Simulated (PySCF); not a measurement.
Cl₃OTa (SMILES [O]=[Ta]([Cl])([Cl])[Cl]), singlet, geometry from GFN2-xTB (such geometries of metal compounds can be far from the true shape) (core potentials on Ta); DF-PBE/def2-SVP (PySCF).

The PySCF input:
```python
from pyscf import gto, scf, dft

mol = gto.M(
    atom='''
Ta    0.15665099    0.08849969   -0.15002696
O     1.28874592    0.72807464   -1.23425093
Cl    1.08693711   -0.91589593    1.59030402
Cl   -1.17072286   -1.42716546   -1.06863054
Cl   -1.19536069    1.62040996    0.70338389
''',
    basis='def2-svp',
    ecp={'Ta': 'def2-svp'},
    verbose=4,
)

mf = dft.RKS(mol)
mf.xc = 'pbe'
mf = mf.density_fit(auxbasis='def2-universal-jkfit')
mf.kernel()
```

Output, abridged:

```
PySCF version 2.14.0

[INPUT] verbose = 4
[INPUT] num. atoms = 5
[INPUT] num. electrons = 72
[INPUT] charge = 0
[INPUT] spin (= nelec alpha-beta = 2S) = 0
[INPUT] symmetry False subgroup None
[INPUT] Mole.unit = angstrom
[INPUT] Symbol           X                Y                Z      unit          X                Y                Z       unit  Magmom
[INPUT]  1 Ta     0.156650990000   0.088499690000  -0.150026960000 AA    0.296027468242   0.167240176209  -0.283509865701 Bohr   0.0
[INPUT]  2 O      1.288745920000   0.728074640000  -1.234250930000 AA    2.435376832951   1.375861667841  -2.332396226690 Bohr   0.0
[INPUT]  3 Cl     1.086937110000  -0.915895930000   1.590304020000 AA    2.054013452526  -1.730792466304   3.005239052595 Bohr   0.0
[INPUT]  4 Cl    -1.170722860000  -1.427165460000  -1.068630540000 AA   -2.212345573168  -2.696951853839  -2.019419048946 Bohr   0.0
[INPUT]  5 Cl    -1.195360690000   1.620409960000   0.703383890000 AA   -2.258904324171   3.062131033917   1.329202912531 Bohr   0.0

nuclear repulsion = 387.03258405041
number of shells = 42
number of NR pGTOs = 189
number of NR cGTOs = 100
basis = def2-svp
ecp = {'Ta': 'def2-svp'}

******** <class 'pyscf.df.df_jk.DFRKS'> ********
method = DFRKS
initial guess = minao
damping factor = 0
level_shift factor = 0
DIIS = <class 'pyscf.scf.diis.CDIIS'>
diis_start_cycle = 1
diis_space = 8
diis_damp = 0
SCF conv_tol = 1e-09
SCF conv_tol_grad = None
SCF max_cycles = 50
direct_scf = False
XC library pyscf.dft.libxc version 7.1.2
    S. Lehtola, C. Steigemann, M. J. T. Oliveira, and M. A. L. Marques,  SoftwareX 7, 1–5 (2018)
XC functionals = pbe
    J. P. Perdew, K. Burke, and M. Ernzerhof,  Phys. Rev. Lett. 77, 3865 (1996)
    J. P. Perdew, K. Burke, and M. Ernzerhof,  Phys. Rev. Lett. 78, 1396 (1997)
    J. P. Perdew, K. Burke, and M. Ernzerhof,  Phys. Rev. Lett. 77, 3865 (1996)
    J. P. Perdew, K. Burke, and M. Ernzerhof,  Phys. Rev. Lett. 78, 1396 (1997)
radial grids:
    Treutler-Ahlrichs [JCP 102, 346 (1995); DOI:10.1063/1.469408] (M4) radial grids

becke partition: Becke, JCP 88, 2547 (1988); DOI:10.1063/1.454033
pruning grids: <function nwchem_prune>
grids dens level: 3
symmetrized grids: False
atomic radii adjust function: <function treutler_atomic_radii_adjust>
small_rho_cutoff = 0
Set gradient conv threshold to 3.16228e-05
Initial guess from minao.
tot grids = 94736
init E= -1499.49126138768
  HOMO = -0.50962284897185  LUMO = -0.417407752064481  gap/eV = 2.50930
cycle= 1 E= -1510.89047706357  delta_E= -11.4  |g|= 2.13  |ddm|= 8.03
  HOMO = 0.0642549401372348  LUMO = 0.113628420747034  gap/eV = 1.34352
cycle= 2 E= -1498.89789163798  delta_E=   12  |g|= 4.45  |ddm|=   15
  HOMO = -0.307586202942811  LUMO = -0.114688872933798  gap/eV = 5.24900
cycle= 3 E= -1510.84352941336  delta_E= -11.9  |g|= 2.25  |ddm|= 14.7
  HOMO = -0.328960126636323  LUMO = -0.169019098734022  gap/eV = 4.35222
cycle= 4 E= -1511.78550230629  delta_E= -0.942  |g|= 0.929  |ddm|= 1.24
  HOMO = -0.326708301420224  LUMO = -0.147969133426506  gap/eV = 4.86374
cycle= 5 E= -1512.00188936749  delta_E= -0.216  |g|= 0.208  |ddm|= 1.06
  HOMO = -0.294432143179587  LUMO = -0.109491580511425  gap/eV = 5.03249
cycle= 6 E= -1512.01272042285  delta_E= -0.0108  |g|= 0.0848  |ddm|= 0.402
  HOMO = -0.304852153141285  LUMO = -0.117890132527583  gap/eV = 5.08750
cycle= 7 E= -1512.01415375761  delta_E= -0.00143  |g|= 0.0406  |ddm|= 0.104
  HOMO = -0.303396556146493  LUMO = -0.118079228067853  gap/eV = 5.04274
cycle= 8 E= -1512.01450595638  delta_E= -0.000352  |g|= 0.00767  |ddm|= 0.0272
  HOMO = -0.303123464328933  LUMO = -0.117973186073065  gap/eV = 5.03820
cycle= 9 E= -1512.01451941203  delta_E= -1.35e-05  |g|= 0.00211  |ddm|= 0.00688
  HOMO = -0.303045365573236  LUMO = -0.117998932545728  gap/eV = 5.03537
cycle= 10 E= -1512.01452042356  delta_E= -1.01e-06  |g|= 0.000982  |ddm|= 0.00276
  HOMO = -0.303069124351949  LUMO = -0.117986100509059  gap/eV = 5.03637
cycle= 11 E= -1512.01452062957  delta_E= -2.06e-07  |g|= 9.9e-05  |ddm|= 0.000679
  HOMO = -0.303074225324399  LUMO = -0.117990943733525  gap/eV = 5.03637
cycle= 12 E= -1512.01452063216  delta_E= -2.59e-09  |g|= 8.65e-06  |ddm|= 9.99e-05
  HOMO = -0.303074042617935  LUMO = -0.117991069355737  gap/eV = 5.03636
cycle= 13 E= -1512.01452063218  delta_E= -1.73e-11  |g|= 5.64e-06  |ddm|= 1.62e-05
  HOMO = -0.303074248937154  LUMO = -0.117990957896543  gap/eV = 5.03637
Extra cycle  E= -1512.01452063214  delta_E= 3.55e-11  |g|= 1.23e-05  |ddm|= 2.17e-05
converged SCF energy = -1512.01452063214
```
